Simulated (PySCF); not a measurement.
**How methods differ on the interval between two levels of Zn²⁺**

Zn²⁺ [Ar] 3d10 → Zn²⁺ [Ar] 3d9 4p1 [3F4, M_J = 4], as a difference of total energies. Calculation: PySCF 2.14, in x2c-TZVPall-2c; the two-component X2C-1e Hamiltonian. Correlated levels: [Ne] frozen; the 6 highest virtual spinors dropped. "Screened" scales the spin-orbit matrix elements by Boettger's factors to mimic the two-electron term; Breit and QED terms are absent.

| method | interval between two levels (cm⁻¹) |
| --- | --- |
| GHF (spin-free) | 125370 |
| GMP2 (spin-free) | 145950 |
| GHF (screened spin-orbit) | 124700 |
| GMP2 (screened spin-orbit) | 145310 |

The labels give the starting determinants; with spin-orbit coupling the two ends relaxed to ⟨J²⟩ = 0.00, ⟨L²⟩ = 0.00, ⟨S²⟩ = 0.00 and ⟨J²⟩ = 20.00, ⟨L²⟩ = 12.00, ⟨S²⟩ = 2.00.
